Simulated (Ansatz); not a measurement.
Geometry optimisation, RKS PBE-D4/def2-SVP (Ansatz 0.2.0).

input.yaml

```yaml
crystal:
  periodic: [false, false, false]
  atoms:
    - { symbol: W, position_ang: [-0.09531, -0.075693, -0.074363] }
    - { symbol: O, position_ang: [-0.120652, 0.018138, 1.83883] }
    - { symbol: H, position_ang: [-0.800404, -0.269398, 2.477075] }
    - { symbol: F, position_ang: [1.755759, -0.110955, -0.217437] }
    - { symbol: F, position_ang: [-0.153448, 1.759499, -0.36917] }
    - { symbol: F, position_ang: [-1.970765, -0.117043, 0.03383] }
    - { symbol: F, position_ang: [-0.077845, -1.949097, 0.031291] }
    - { symbol: F, position_ang: [-0.331189, -0.323745, -1.911061] }
    - { symbol: Cl, position_ang: [2.06106, 2.234508, 1.662679] }
    - { symbol: H, position_ang: [1.510295, 1.351586, 2.499826] }
basis:
  gaussian: { orbitals: def2-SVP }
hamiltonian:
  xc: pbe
  dispersion: d4
relax:
  f_tol: 0.03
  max_steps: 50
```

Launched with:

```bash
$ ansatz run input.yaml --threads 4 --pin off --max-ram 5120MiB --backend cpu --events-out ev --progress --plain --runs-dir out
```

Task: Where does it end, and by what steps?

Result: The run converged. The force dipped under the threshold on the way, but the program's further checks kept it going. After 26 steps the energy has fallen by 0.180 eV; Cl9 moved furthest, 1.22 Å.

```json
{"step": "0", "energy less start (eV)": "0.0000", "largest force component (eV/Å)": "0.887", "accepted": "yes"}
{"step": "1", "energy less start (eV)": "-0.0894", "largest force component (eV/Å)": "0.651", "accepted": "yes"}
{"step": "2", "energy less start (eV)": "-0.0994", "largest force component (eV/Å)": "1.099", "accepted": "yes"}
{"step": "3", "energy less start (eV)": "-0.1377", "largest force component (eV/Å)": "0.656", "accepted": "yes"}
{"step": "4", "energy less start (eV)": "-0.1396", "largest force component (eV/Å)": "0.767", "accepted": "yes"}
{"step": "5", "energy less start (eV)": "-0.1557", "largest force component (eV/Å)": "0.220", "accepted": "yes"}
{"step": "6", "energy less start (eV)": "-0.1664", "largest force component (eV/Å)": "0.097", "accepted": "yes"}
{"step": "7", "energy less start (eV)": "-0.1694", "largest force component (eV/Å)": "0.059", "accepted": "yes"}
{"step": "8", "energy less start (eV)": "-0.1714", "largest force component (eV/Å)": "0.102", "accepted": "yes"}
{"step": "9", "energy less start (eV)": "-0.1723", "largest force component (eV/Å)": "0.045", "accepted": "yes"}
{"step": "10", "energy less start (eV)": "-0.1733", "largest force component (eV/Å)": "0.038", "accepted": "yes"}
{"step": "11", "energy less start (eV)": "-0.1752", "largest force component (eV/Å)": "0.089", "accepted": "yes"}
{"step": "12", "energy less start (eV)": "-0.1762", "largest force component (eV/Å)": "0.086", "accepted": "yes"}
{"step": "13", "energy less start (eV)": "-0.1773", "largest force component (eV/Å)": "0.092", "accepted": "yes"}
{"step": "14", "energy less start (eV)": "-0.1780", "largest force component (eV/Å)": "0.057", "accepted": "yes"}
{"step": "15", "energy less start (eV)": "-0.1785", "largest force component (eV/Å)": "0.065", "accepted": "yes"}
{"step": "16", "energy less start (eV)": "-0.1788", "largest force component (eV/Å)": "0.022", "accepted": "yes"}
{"step": "17", "energy less start (eV)": "-0.1789", "largest force component (eV/Å)": "0.028", "accepted": "yes"}
{"step": "18", "energy less start (eV)": "-0.1790", "largest force component (eV/Å)": "0.040", "accepted": "yes"}
{"step": "19", "energy less start (eV)": "-0.1791", "largest force component (eV/Å)": "0.043", "accepted": "yes"}
{"step": "20", "energy less start (eV)": "-0.1792", "largest force component (eV/Å)": "0.049", "accepted": "yes"}
{"step": "21", "energy less start (eV)": "-0.1793", "largest force component (eV/Å)": "0.047", "accepted": "yes"}
{"step": "22", "energy less start (eV)": "-0.1794", "largest force component (eV/Å)": "0.043", "accepted": "yes"}
{"step": "23", "energy less start (eV)": "-0.1794", "largest force component (eV/Å)": "0.039", "accepted": "yes"}
{"step": "24", "energy less start (eV)": "-0.1794", "largest force component (eV/Å)": "0.032", "accepted": "yes"}
{"step": "25", "energy less start (eV)": "-0.1795", "largest force component (eV/Å)": "0.014", "accepted": "yes"}
{"step": "26", "energy less start (eV)": "-0.1795", "largest force component (eV/Å)": "0.014", "accepted": "yes"}
```

```xyz
10
Properties=species:S:1:pos:R:3
W -0.197 -0.101 -0.185
O -0.170 0.391 1.642
H -0.827 0.394 2.363
F 1.600 0.328 -0.391
F -0.634 1.632 -0.730
F -2.005 -0.517 0.089
F 0.307 -1.859 0.200
F -0.449 -0.641 -1.952
Cl 2.652 1.725 2.595
H 1.500 1.166 2.341
```

Time of the run: 71 s on 4 threads of Arm Neoverse V1, with other jobs on the host, peak memory 0.23 GiB.
